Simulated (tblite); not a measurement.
A geometry optimisation, step by step.

Species: C₅H₁₀BNO.
SMILES with atom numbers: `[BH3-:1][O+:2]1[CH2:3][CH2:4][CH2:5][C@H:6]1[C:7]#[N:8]` (hydrogens: H9, H10, H11 on B1; H12, H13 on C3; H14, H15 on C4; H16, H17 on C5; H18 on C6)
Bond orders are those of one Lewis drawing.

Computed with GFN2-xTB (tblite), gas phase: L-BFGS steps from a force-field or distance-geometry start until the largest atomic force falls under 0.01 eV/Å. 4 of its 131 geometries are shown.

Step 0: E = -651.8580 eV, largest atomic force 3.182 eV/Å
```
atom  x, y, z in Å  |  force x, y, z in eV/Å
B1      2.057    0.137    0.060    2.791  -0.128   0.309
O2      0.636    0.023    0.398    0.650  -0.631   0.705
C3      0.235   -1.260    0.016   -2.655  -0.141  -0.626
C4     -1.271   -1.060    0.284   -0.185  -1.362   0.613
C5     -1.486    0.191   -0.520   -0.503  -0.626  -0.770
C6     -0.192    0.919   -0.229   -1.254   2.571   0.236
C7     -0.557    2.032    0.679   -0.092   1.907   1.761
N8     -0.854    2.894    1.408    0.709  -2.351  -2.023
H9      2.489    1.208    0.285   -0.208   0.596  -0.167
H10     2.624   -0.608    0.806    0.008  -0.221   0.163
H11     2.241   -0.255   -1.041    0.071   0.225  -0.608
H12     0.289   -1.362   -1.094    0.710  -0.385   0.628
H13     0.670   -2.078    0.568    0.441   0.194   0.055
H14    -1.874   -1.911   -0.065    0.029   0.301   0.343
H15    -1.400   -0.868    1.367   -0.206  -0.275  -0.485
H16    -1.473   -0.131   -1.578   -0.578   0.525   0.249
H17    -2.370    0.752   -0.221   -0.043  -0.058  -0.381
H18     0.225    1.384   -1.133    0.315  -0.142  -0.004
```

Step 43: E = -652.6881 eV, largest atomic force 0.071 eV/Å
```
atom  x, y, z in Å  |  force x, y, z in eV/Å
B1      2.233    0.204   -0.010   -0.002  -0.019  -0.011
O2      0.653   -0.012    0.385    0.003   0.019  -0.008
C3      0.143   -1.316    0.141    0.030   0.006   0.019
C4     -1.367   -1.131    0.202    0.008   0.002   0.004
C5     -1.542    0.197   -0.538   -0.010  -0.035   0.014
C6     -0.225    0.941   -0.226   -0.015  -0.024  -0.007
C7     -0.434    2.028    0.712    0.001   0.043   0.056
N8     -0.634    2.866    1.461   -0.014  -0.012  -0.034
H9      2.444    1.337    0.274   -0.012  -0.017  -0.003
H10     2.800   -0.582    0.673   -0.016  -0.003  -0.026
H11     2.305   -0.026   -1.182    0.004   0.012   0.020
H12     0.469   -1.668   -0.845   -0.007  -0.007  -0.016
H13     0.548   -1.976    0.908    0.002   0.011   0.009
H14    -1.906   -1.954   -0.262   -0.010   0.030  -0.011
H15    -1.690   -1.035    1.240   -0.006   0.001  -0.010
H16    -1.633    0.033   -1.612    0.008  -0.008  -0.011
H17    -2.415    0.754   -0.200    0.026  -0.003   0.006
H18     0.242    1.347   -1.134    0.011   0.004   0.007
```

Step 87: E = -652.6921 eV, largest atomic force 0.025 eV/Å
```
atom  x, y, z in Å  |  force x, y, z in eV/Å
B1      2.234    0.188   -0.054    0.001   0.002  -0.002
O2      0.665    0.004    0.387    0.003  -0.012   0.000
C3      0.146   -1.306    0.184    0.001  -0.013   0.006
C4     -1.363   -1.114    0.216   -0.001  -0.001   0.003
C5     -1.518    0.190   -0.566   -0.006  -0.006   0.004
C6     -0.225    0.954   -0.212    0.007  -0.011   0.001
C7     -0.479    2.014    0.746    0.005   0.024   0.006
N8     -0.715    2.842    1.496   -0.012  -0.014   0.000
H9      2.499    1.284    0.314    0.001   0.003  -0.006
H10     2.791   -0.676    0.536    0.003   0.016  -0.008
H11     2.256    0.056   -1.242   -0.003  -0.008   0.003
H12     0.483   -1.696   -0.784   -0.008   0.005  -0.006
H13     0.537   -1.939    0.980   -0.004   0.002   0.008
H14    -1.900   -1.945   -0.235    0.000   0.009  -0.005
H15    -1.705   -0.986    1.244    0.000   0.001   0.000
H16    -1.555   -0.005   -1.638    0.006  -0.002  -0.007
H17    -2.409    0.749   -0.283   -0.005   0.005   0.001
H18     0.250    1.395   -1.099    0.012   0.001   0.003
```

Step 130: E = -652.7006 eV, largest atomic force 0.010 eV/Å
```
atom  x, y, z in Å  |  force x, y, z in eV/Å
B1      2.216    0.126   -0.293    0.000  -0.001  -0.002
O2      0.726    0.052    0.403   -0.002  -0.005  -0.001
C3      0.139   -1.252    0.367   -0.002   0.000   0.005
C4     -1.360   -1.024    0.212    0.002  -0.003   0.002
C5     -1.382    0.211   -0.684   -0.003  -0.002  -0.002
C6     -0.204    1.013   -0.115    0.001  -0.002  -0.003
C7     -0.651    1.864    0.976    0.000   0.003   0.006
N8     -1.031    2.511    1.837    0.002  -0.005  -0.006
H9      2.582    1.230   -0.061   -0.002   0.001   0.000
H10     2.828   -0.715    0.274   -0.002  -0.002   0.005
H11     2.046   -0.098   -1.454   -0.002   0.003  -0.004
H12     0.547   -1.802   -0.488   -0.005   0.006   0.006
H13     0.414   -1.766    1.289    0.003   0.000  -0.001
H14    -1.864   -1.881   -0.229    0.004   0.001  -0.003
H15    -1.820   -0.799    1.176    0.006   0.000   0.000
H16    -1.178   -0.061   -1.721   -0.002   0.003  -0.002
H17    -2.318    0.764   -0.637    0.001   0.000  -0.001
H18     0.302    1.631   -0.865    0.002   0.001   0.002
```

**Question.** Summarise the path.

**Answer.** The energy falls by 81.30 kJ/mol from step 0 to step 130; nine tenths of that is first reached at step 13. It falls at every step. The largest force goes from 3.182 to 0.010 eV/Å. Among the bonds B1–O2 changes most, from 1.465 to 1.647 Å; the atoms move by 0.443 Å rms after alignment.

What follows is the cost of the whole relaxation. On Arm Neoverse N1, one thread (shared host), this took 1.4 s wall.
